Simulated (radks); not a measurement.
Question: The mean radii <r> (bohr) of the occupied orbitals of an atom or ion are listed with their occupations. Method: scalar-relativistic Kohn-Sham, XLYP, spin-polarised, spherical densities, finite nucleus; Fermi nuclear charge, rms radius of each element as measured or else 0.836 A^(1/3) + 0.57 fm; computed with a radial shooting solver on a logarithmic mesh with Libxc functionals.

| orbital | occ. | <r> |
|---|---|---|
| 1s up | 1 | 0.05408 |
| 1s down | 1 | 0.05408 |
| 2s up | 1 | 0.2450 |
| 2s down | 1 | 0.2449 |
| 2p up | 3 | 0.2154 |
| 2p down | 3 | 0.2152 |
| 3s up | 1 | 0.7393 |
| 3s down | 1 | 0.7409 |
| 3p up | 3 | 0.7772 |
| 3p down | 3 | 0.7801 |
| 3d up | 5 | 0.9960 |
| 3d down | 3 | 1.036 |
| 4s up | 1 | 2.782 |
| 4s down | 1 | 2.848 |

Name the element and its charge. Open shells, if any, are filled with parallel spins first.

Answer: Z = 28, nickel, charge 0: Ni in [Ar] 3d8 4s2. The 1s radius gives Z: for a bare nucleus <r> = (2 gamma + 1)/(2Z) with gamma = sqrt(1 - (Z/c)^2), 0.05282 bohr for Z = 28, and screening makes it slightly larger (0.05408 here). The occupations add up to 28, and the charge is Z minus that.
